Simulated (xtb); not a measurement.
Job for xtb: GFN2-xTB on H3NSTe (SMILES N[Te]S), a point of a torsion scan.

```
$ xtb mol.xyz --gfn 2 --opt vtight --chrg 0 --uhf 0 --input xcontrol
6

N     -1.59566898    -0.10072346     0.14668652
Te     0.10210116    -0.99927209     0.88535284
S      2.09051804    -0.44972186    -0.42847597
H     -1.83665596     0.69964592     0.78809148
H     -1.52858754     0.24450072    -0.82513893
H      1.69903422    -0.22747249    -1.76022465
$constrain
  force constant=1.0
  dihedral: 1,2,3,6,330.0
$end
```

Output:

```
[...]
           -------------------------------------------------
          |                Calculation Setup                |
           -------------------------------------------------



           -------------------------------------------------
          |                 G F N 2 - x T B                 |
           -------------------------------------------------

        Reference                      10.1021/acs.jctc.8b01176
      * Hamiltonian:
        H0-scaling (s, p, d)           1.850000    2.230000    2.230000
        zeta-weighting                 0.500000
      * Dispersion:
        s8                             2.700000
        a1                             0.520000
        a2                             5.000000
        s9                             5.000000
      * Repulsion:
        kExp                           1.500000    1.000000
        rExp                           1.000000
      * Coulomb:
        alpha                          2.000000
        third order                    shell-resolved
        anisotropic                    true
        a3                             3.000000
        a5                             4.000000
        cn-shift                       1.200000
        cn-exp                         4.000000
        max-rad                        5.000000


          ...................................................
          :                      SETUP                      :
          :.................................................:
          :  # basis functions                  27          :
          :  # atomic orbitals                  25          :
          :  # shells                           11          :
          :  # electrons                        20          :
          :  max. iterations                   250          :
          :  Hamiltonian                  GFN2-xTB          :
          :  restarted?                      false          :
          :  GBSA solvation                  false          :
          :  PC potential                    false          :
          :  electronic temp.          300.0000000     K    :
          :  accuracy                    1.0000000          :
          :  -> integral cutoff          0.2500000E+02      :
          :  -> integral neglect         0.1000000E-07      :
          :  -> SCF convergence          0.1000000E-05 Eh   :
          :  -> wf. convergence          0.1000000E-03 e    :
          :  Broyden damping             0.4000000          :
          :  net charge                          0          :
          :  unpaired electrons                  0          :
          ...................................................

 iter      E             dE          RMSdq      gap      omega  full diag
   1    -10.5926034 -0.105926E+02  0.899E+00    2.40       0.0  T
   2    -10.4385582  0.154045E+00  0.186E+01    1.87       1.0  T
   3    -10.6476653 -0.209107E+00  0.137E+01    2.28       1.0  T
   4    -10.8020416 -0.154376E+00  0.364E+00    2.65       1.0  T
   5    -10.8054925 -0.345088E-02  0.717E-01    2.70       1.0  T
   6    -10.8065865 -0.109399E-02  0.534E-01    2.70       1.0  T
   7    -10.8067292 -0.142705E-03  0.231E-01    2.71       1.0  T
   8    -10.8068037 -0.745439E-04  0.494E-02    2.71       1.0  T
   9    -10.8068071 -0.336913E-05  0.318E-02    2.71       1.3  T
  10    -10.8068079 -0.823749E-06  0.113E-02    2.71       3.6  T
  11    -10.8068079 -0.100450E-07  0.548E-03    2.71       7.5  T
  12    -10.8068080 -0.365121E-07  0.651E-04    2.71      62.7  T
  13    -10.8068080  0.407844E-09  0.569E-04    2.71      71.7  T

   *** convergence criteria satisfied after 13 iterations ***

         #    Occupation            Energy/Eh            Energy/eV
      -------------------------------------------------------------
         1        2.0000           -0.8504627             -23.1423
       ...           ...                  ...                  ...
         4        2.0000           -0.5312120             -14.4550
         5        2.0000           -0.5105357             -13.8924
         6        2.0000           -0.4831111             -13.1461
         7        2.0000           -0.4473701             -12.1736
         8        2.0000           -0.4288518             -11.6697
         9        2.0000           -0.3979998             -10.8301
        10        2.0000           -0.3604386              -9.8080 (HOMO)
        11                         -0.2609287              -7.1002 (LUMO)
        12                         -0.2285874              -6.2202
        13                         -0.1721236              -4.6837
        14                         -0.0173882              -0.4732
        15                         -0.0119001              -0.3238
       ...                                ...                  ...
        25                          0.6297761              17.1371
      -------------------------------------------------------------
                  HL-Ga
[...]
                -0.2224997              -6.0545
        13                         -0.1523164              -4.1447
        14                         -0.0209421              -0.5699
        15                         -0.0112319              -0.3056
       ...                                ...                  ...
        25                          0.7086449              19.2832
      -------------------------------------------------------------
                  HL-Gap            0.1123175 Eh            3.0563 eV
             Fermi-level           -0.3089711 Eh           -8.4075 eV

 SCC (total)                   0 d,  0 h,  0 min,  0.005 sec
 SCC setup                      ...        0 min,  0.000 sec (  1.625%)
 Dispersion                     ...        0 min,  0.000 sec (  0.534%)
 classical contributions        ...        0 min,  0.000 sec (  0.195%)
 integral evaluation            ...        0 min,  0.001 sec ( 25.219%)
 iterations                     ...        0 min,  0.001 sec ( 24.167%)
 molecular gradient             ...        0 min,  0.002 sec ( 44.512%)
 printout                       ...        0 min,  0.000 sec (  3.283%)

         :::::::::::::::::::::::::::::::::::::::::::::::::::::
         ::                     SUMMARY                     ::
         :::::::::::::::::::::::::::::::::::::::::::::::::::::
         :: total energy             -10.780434704719 Eh    ::
         :: gradient norm              0.000055048807 Eh/a0 ::
         :: HOMO-LUMO gap              3.056315254747 eV    ::
         ::.................................................::
         :: SCC energy               -10.835088106479 Eh    ::
         :: -> isotropic ES            0.017033877436 Eh    ::
         :: -> anisotropic ES          0.000664143265 Eh    ::
         :: -> anisotropic XC          0.004520089286 Eh    ::
         :: -> dispersion             -0.003658555382 Eh    ::
         :: repulsion energy           0.054633024770 Eh    ::
         :: add. restraining           0.000020376990 Eh    ::
         :: total charge               0.000000000000 e     ::
         :::::::::::::::::::::::::::::::::::::::::::::::::::::

           -------------------------------------------------
          |                Property Printout                |
           -------------------------------------------------

    * Orbital Energies and Occupations

         #    Occupation            Energy/Eh            Energy/eV
      -------------------------------------------------------------
         1        2.0000           -0.8532385             -23.2178
         2        2.0000           -0.7147184             -19.4485
         3        2.0000           -0.6146870             -16.7265
         4        2.0000           -0.5359611             -14.5842
         5        2.0000           -0.5123281             -13.9412
         6        2.0000           -0.4922969             -13.3961
         7        2.0000           -0.4584746             -12.4757
         8        2.0000           -0.4153972             -11.3035
         9        2.0000           -0.4057774             -11.0418
        10        2.0000           -0.3651298              -9.9357 (HOMO)
        11                         -0.2528123              -6.8794 (LUMO)
        12                         -0.2224997              -6.0545
        13                         -0.1523164              -4.1447
        14                         -0.0209421              -0.5699
        15                         -0.0112319              -0.3056
        16                         -0.0096917              -0.2637
        17                          0.0149159               0.4059
        18                          0.0206448               0.5618
        19                          0.0328652               0.8943
        20                          0.0744429               2.0257
        21                          0.1053748               2.8674
       ...                                ...                  ...
        25                          0.7086449              19.2832
      -------------------------------------------------------------
                  HL-Gap            0.1123175 Eh            3.0563 eV
             Fermi-level           -0.3089711 Eh           -8.4075 eV

     #   Z          covCN         q      C6AA      α(0)
     1   7 N        2.561    -0.348    28.977     7.995
     2  52 Te       1.736     0.154   409.501    37.409
     3  16 S        1.814    -0.304   154.214    20.902
     4   1 H        0.863     0.168     1.282     1.773
     5   1 H        0.863     0.164     1.307     1.791
Note: The following floating-point exceptions are signalling: IEEE_UNDERFLOW_FLAG IEEE_DENORMAL
normal termination of xtb
     6   1 H        0.923     0.164     1.299     1.782

 Mol. C6AA /au·bohr⁶  :       1707.877671
 Mol. C8AA /au·bohr⁸  :     107074.115783
 Mol. α(0) /au        :         71.651813


Wiberg/Mayer (AO) data.
largest (>0.10) Wiberg bond orders for each atom

 ---------------------------------------------------------------------------
     #   Z sym  total        # sym  WBO       # sym  WBO       # sym  WBO
 ---------------------------------------------------------------------------
     1   7 N    3.175 --     2 Te   1.191     5 H    0.958     4 H    0.957
     2  52 Te   2.290 --     1 N    1.191     3 S    1.057
     3  16 S    2.083 --     2 Te   1.057     6 H    0.953
     4   1 H    0.972 --     1 N    0.957
     5   1 H    0.973 --     1 N    0.958
     6   1 H    0.973 --     3 S    0.953
 ---------------------------------------------------------------------------

Topologies differ in total number of bonds
Writing topology from bond orders to xtbtopo.mol

molecular dipole:
                 x           y           z       tot (Debye)
 q only:       -0.690       0.111      -0.245
   full:       -0.693       0.128      -0.331       1.979
molecular quadrupole (traceless):
                xx          xy          yy          xz          yz          zz
 q only:       -4.829       0.338       1.665       0.706      -0.499       3.163
  q+dip:       -8.286      -0.293       3.626       2.918      -0.247       4.660
   full:       -7.366      -0.783       2.162       2.533      -2.230       5.205

           -------------------------------------------------
          |                Geometry Summary                 |
           -------------------------------------------------

      molecular mass/u    :      176.6984393
   center of mass at/Å    :        0.2377249      -0.8221378       0.7049736
  moments of inertia/u·Å² :        0.6006091E+02   0.1725697E+03   0.2290649E+03
rotational constants/cm⁻¹ :        0.2806756E+00   0.9768595E-01   0.7359327E-01

 * 4 selected distances

     #   Z          #   Z                                           value/Å
     1   7 N        2  52 Te                                      2.0208190 (max)
     1   7 N        4   1 H                                       1.0108083
     1   7 N        5   1 H                                       1.0106190 (min)
     3  16 S        6   1 H                                       1.3252925

 * 3 distinct bonds (by element types)

   Z      Z             #   av. dist./Å        max./Å        min./Å
   1 H    7 N           2     1.0107137     1.0108083     1.0106190
   1 H   16 S           1     1.3252925     1.3252925     1.3252925
   7 N   52 Te          1     2.0208190     2.0208190     2.0208190


optimized geometry written to: xtbopt.xyz


           -------------------------------------------------
          | TOTAL ENERGY              -10.780434704719 Eh   |
          | GRADIENT NORM               0.000055048807 Eh/α |
          | HOMO-LUMO GAP               3.056315254747 eV   |
           -------------------------------------------------

------------------------------------------------------------------------
------------------------------------------------------------------------
 total:
 SCF:
 ANC optimizer:
```

The run finished.

Warnings raised: the energy holds the restraint's term.

Cost: roughly 0.19 core-seconds.
